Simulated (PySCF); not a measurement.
How good is the calculation?

Atoms are numbered as in `[CH2:1]=[CH:2][O:3][C:4](=[O:5])[CH:6]=[CH2:7]` (H(Xn): hydrogen on atom n). Ha(C7) is cis to C4; Ha(C1) is cis to O3; Hb(C7) is trans to C4; Hb(C1) is trans to O3.

Measured values that the calculation should reproduce: δ 1H H(C2) 7.39; Ha(C1) 4.96; Hb(C1) 4.62 ppm (measured; solution, not stated per compound (mostly CDCl3 or CCl4); Pretsch, Buehlmann, Badertscher, Structure Determination of Organic Compounds, 4th ed. (2009)). Coupling constants: 3J(H(C2),Hb(C1)) (cis) 6.4 Hz, 3J(H(C2),Ha(C1)) (trans) 14.2 Hz, 2J(Ha(C1),Hb(C1)) -1.6 Hz.

Theoretical values (PySCF 2.14.0 with density-fitted response routines): couplings computed with B3LYP/pcJ-2 (without the spin–dipole term), B97-2/pcSseg-2 with gauge-including orbitals, geometry: PBE0-D3(BJ)/def2-TZVP. Isolated molecule, non-relativistic Hamiltonian, single conformer.

(1) How close does the calculation come?

(2) How far are the unscaled 1H shifts from the references?

Answers

(1) 
Reference values: measured (solution, not stated per compound (mostly CDCl3 or CCl4); Pretsch, Buehlmann, Badertscher, Structure Determination of Organic Compounds, 4th ed. (2009)).
```csv
atoms,quantity,reference,computed,"computed, scaled"
H(C2),δ 1H,7.39,8.13,7.79
Ha(C1),δ 1H,4.96,5.12,4.95
Hb(C1),δ 1H,4.62,4.72,4.57
```

Computed shifts are σ(ref) − σ with the named reference compound (TMS for H and C) calculated as an isolated molecule at the same level. The measured values may be among those fitted. Scaled to experiment by linear calibration (H and C: mostly CDCl3 data, vs TMS): 1H (scatter 0.14 ppm rms, 0.16 ppm with the 5 outliers that the fit left out). Occasional misses reach two or three times the rms, and more in compound classes unlike the fitted ones.

Coupling constants in Hz:
```tsv
coupling	reference	computed	source
3J(H(C2),Hb(C1)) cis	6.4	8.2	measured; solution (compiled); Pretsch, Buehlmann, Badertscher, Structure Determination of Organic Compounds, 4th ed., Springer 2009
3J(H(C2),Ha(C1)) trans	14.2	15.6	measured; solution (compiled); Pretsch, Buehlmann, Badertscher, Structure Determination of Organic Compounds, 4th ed., Springer 2009
2J(Ha(C1),Hb(C1))	-1.6	-0.6	measured; solution (compiled); Pretsch, Buehlmann, Badertscher, Structure Determination of Organic Compounds, 4th ed., Springer 2009
```

(2) Mean signed difference +0.33 ppm, mean absolute 0.33 ppm over 3 comparisons; the largest is +0.74 ppm at H(C2) (hydrogen on an alkene carbon bearing oxygen).
